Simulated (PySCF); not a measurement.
Question: Write Cartesian coordinates for `C=C/C=C\C(=C)CC` as optimised with PBE0-D3(BJ)/def2-SVP.

Answer: 
```
atom  x, y, z in Å
C1     2.2897    1.0204   -2.1321
C2     1.2923    0.5703   -1.3530
C3     1.3699   -0.6798   -0.6205
C4     0.4766   -1.2881    0.1973
C5    -0.8673   -0.9201    0.6448
C6    -1.5598   -1.8259    1.3647
C7    -1.4701    0.4346    0.3690
C8    -0.8230    1.5571    1.1762
H9     3.2203    0.4554   -2.2465
H10    2.2077    1.9631   -2.6777
H11    0.3857    1.1731   -1.2770
H12    2.3121   -1.2204   -0.7704
H13    0.8056   -2.2529    0.5986
H14   -1.1375   -2.8049    1.6075
H15   -2.5697   -1.6139    1.7253
H16   -2.5436    0.3901    0.6094
H17   -1.4175    0.6559   -0.7093
H18    0.2568    1.6364    0.9819
H19   -1.2812    2.5293    0.9386
H20   -0.9500    1.3763    2.2542
```

Orientation and origin are arbitrary. Atoms count from 1 in this order. The C–C distances run from 1.343 Å (C1=C2, drawn double) to 1.527 Å (C7–C8, drawn single), a spread of 0.184 Å. Of the pairs four or more bonds apart, H11···H17 is among the closest relative to their van der Waals radii: 1.96 Å, 82 % of the sum of Bondi's values.

Bonds between heavy atoms (Å): C1=C2 1.343, C2–C3 1.451, C3=C4 1.355, C4–C5 1.464, C5=C6 1.348, C5–C7 1.508, C7–C8 1.527.

Theory: PBE0-D3(BJ)/def2-SVP geometry optimisation, gas phase (PySCF 2.14.0).

Point group: C1 (no symmetry element, even within 0.4 Å). Not checked by PBE0-D3(BJ)/def2-SVP frequencies. The numbers are those of one conformer (C1–C2–C3–C4 180°, C3–C4–C5–C6 173°, C4–C5–C7–C8 -71°).
